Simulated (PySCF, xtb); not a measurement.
Au2H2S2Si, SMILES [Au][S][SiH2][S][Au], multiplicity 1.

GFN2-xTB (xtb) at its own geometry gives an orbital gap of 2.70 eV and a dipole moment of 6.96 D.

Geometry optimised at B3LYP-D3(BJ)/def2-SVP. The multiplicity is an assumed one; other spin states were not compared. The def2 effective core potentials stand for the cores of Au; spin–orbit coupling is left out. Other conformers were not sampled.

Q: What does ωB97X/def2-TZVP run with PySCF give? (The exact figures need the calculation; the answer reports its results.)

A: gap 7.24 eV (levels -8.85 and -1.61 eV), dipole 4.85 D.
